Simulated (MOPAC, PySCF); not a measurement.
H$_{5}$BOSi, SMILES `BO[SiH3]`, neutral singlet in the gas phase. 

Cartesian coordinates (Å):
```xyz
8

B      1.4516     0.5297     0.3276
O      0.5495    -0.3712    -0.1118
Si    -1.0930    -0.4795     0.0606
H      1.0859     1.4674     0.9763
H      2.5988     0.3617     0.0526
H     -1.5844     0.6624     0.8570
H     -1.4014    -1.7490     0.7401
H     -1.6984    -0.4664    -1.2817
```
Charge 0, multiplicity 1.

All levels are single points at this geometry (M06-2X/def2-TZVP); Pople sets use spherical d functions. Orbital energies aren't observables, and empty levels follow the basis.

M06-2X/def2-TZVP in PySCF gives HOMO (eV) = -9.90.

### Question
Estimate the HOMO (eV) from each of these levels: B3LYP-D3(BJ)/def2-TZVP in PySCF; B3LYP/LANL2DZ in PySCF; SVWN5/6-31G* in PySCF; HF/3-21G in PySCF; PM7 in MOPAC.

### Answer

```json
[
 {"level": "B3LYP-D3(BJ)/def2-TZVP in PySCF", "HOMO (eV)": "-8.31"},
 {"level": "B3LYP/LANL2DZ in PySCF", "HOMO (eV)": "-8.02"},
 {"level": "SVWN5/6-31G* in PySCF", "HOMO (eV)": "-6.83"},
 {"level": "HF/3-21G in PySCF", "HOMO (eV)": "-11.88"},
 {"level": "PM7 in MOPAC", "HOMO (eV)": "-10.40"}
]
```
